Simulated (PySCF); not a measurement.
CH7ClOSi3, SMILES Cl[Si@@H]1OC[SiH2][SiH2]1. Geometry: PBE0-D3(BJ)/def2-SVP. The structure was generated by enumeration; whether it is a known compound was not checked. One conformer was computed; it need not be the lowest.

Computed equilibrium geometry at PBE0-D3(BJ)/def2-SVP (PySCF confirms it by a frequency run) as bond lengths and angles (one conformer of several):
Atoms: Cl1 Si2 O3 C4 Si5 Si6 H7 H8 H9 H10 H11 H12 H13. Bonded distances (Å): Cl1–Si2 2.080, Si2–O3 1.669, Si2–Si6 2.349, Si2–H7 1.483, O3–C4 1.419, C4–Si5 1.927, C4–H8 1.106, C4–H9 1.101, Si5–Si6 2.351, Si5–H10 1.495, Si5–H11 1.494, Si6–H12 1.492, Si6–H13 1.494. Angles (°): Cl1–Si2–O3 109.2, Cl1–Si2–Si6 108.2, Cl1–Si2–H7 108.6, O3–Si2–Si6 101.4, O3–Si2–H7 106.7, Si6–Si2–H7 122.2, Si2–O3–C4 119.9, O3–C4–Si5 110.2, O3–C4–H8 110.8, O3–C4–H9 108.0, Si5–C4–H8 109.9, Si5–C4–H9 110.9, H8–C4–H9 106.9, C4–Si5–Si6 98.9, C4–Si5–H10 109.7, C4–Si5–H11 111.6, Si6–Si5–H10 110.2, Si6–Si5–H11 116.4, H10–Si5–H11 109.6, Si2–Si6–Si5 89.1, Si2–Si6–H12 113.4, Si2–Si6–H13 113.5, Si5–Si6–H12 115.3, Si5–Si6–H13 113.1, H12–Si6–H13 110.9.
Charge 0, spin multiplicity 1.
